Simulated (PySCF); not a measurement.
## Radial density of Ar²⁺ (argon, charge +2)

PW91, [Ne] 3s2 3p4, high-spin 3P determinant. All numbers are calculated (PySCF 2.14, the non-relativistic Hamiltonian (point nucleus), in dyall-av3z (19s12p3d2f, 84 functions)).

```tsv
r (bohr)	4πr²ρ (e/bohr)	4πr²(ρα − ρβ)
0.00132	0.08015	0.0000
0.00222	0.2196	0.0000
0.00373	0.5881	0.0000
0.00627	1.518	0.0000
0.0105	3.683	-0.0001
0.0177	8.046	0.0003
0.0298	14.77	0.0030
0.0502	20.44	0.0195
0.0844	18.78	0.0885
0.142	14.48	0.2658
0.239	19.69	0.3891
0.402	17.00	0.0692
0.676	5.179	0.3533
1.14	5.103	1.5949
1.91	2.210	0.7737
3.22	0.1181	0.0431
5.41	0.0004318	0.0001
```
